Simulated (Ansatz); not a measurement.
Geometry optimisation, RHF/def2-SVP (Ansatz 0.2.0).

The input (input.yaml):

```yaml
crystal:
  periodic: [false, false, false]
  atoms:
    - { symbol: Ta, position_ang: [0.0, 0.0, 0.0] }
    - { symbol: O, position_ang: [2.02, 0.0, 0.0] }
    - { symbol: H, position_ang: [2.3571, -0.5308, 0.7903] }
    - { symbol: F, position_ang: [0.0, 0.0, 1.93] }
    - { symbol: O, position_ang: [0.0, 0.0, -2.02] }
    - { symbol: H, position_ang: [-0.6343, -0.71, -2.3571] }
    - { symbol: O, position_ang: [-1.01, 1.7493, 0.0] }
    - { symbol: H, position_ang: [-1.4859, 1.8638, 0.8834] }
    - { symbol: "N", position_ang: [-1.08, -1.8706, 0.0] }
    - { symbol: H, position_ang: [-1.8056, -2.0636, 0.7482] }
    - { symbol: H, position_ang: [-0.8844, -2.5955, -0.7482] }
basis:
  gaussian: { orbitals: def2-SVP }
hamiltonian:
  xc: hf
relax:
  f_tol: 0.02
  max_steps: 40
```

Run as:

```bash
$ ansatz run input.yaml --threads 4 --pin off --max-ram 5120MiB --backend cpu --events-out ev --progress --plain --runs-dir out
```

**Question.** Where does it end, and by what steps?

**Answer.** The forces met the threshold. After 10 steps the energy has fallen by 2.083 eV; H6 moved furthest, 0.83 Å.

| step | energy less start (eV) | largest force component (eV/Å) | accepted |
| --- | --- | --- | --- |
| 0 | 0.0000 | 3.080 | yes |
| 1 | -1.3524 | 2.895 | yes |
| 2 | -1.6982 | 2.152 | yes |
| 3 | -1.8730 | 1.060 | yes |
| 4 | -1.9569 | 0.490 | yes |
| 5 | -2.0046 | 0.695 | yes |
| 6 | -2.0505 | 0.486 | yes |
| 7 | -2.0775 | 0.172 | yes |
| 8 | -2.0792 | 0.384 | yes |
| 9 | -2.0817 | 0.262 | yes |
| 10 | -2.0831 | 0.017 | yes |

```xyz
11
Properties=species:S:1:pos:R:3
Ta -0.090 -0.142 -0.056
O 1.818 -0.151 0.041
H 2.387 -0.208 0.793
F -0.099 -0.155 1.875
O -0.157 -0.231 -1.932
H -0.187 -0.230 -2.870
O -1.047 1.511 0.050
H -1.367 1.974 0.808
N -1.075 -1.852 0.129
H -1.304 -2.254 1.019
H -1.403 -2.418 -0.631
```

Whether the end is a true minimum wasn't checked by a vibrational analysis.

The run took 21 s on 4 threads of Arm Neoverse V1, on a shared host, peak memory 0.3 GiB.
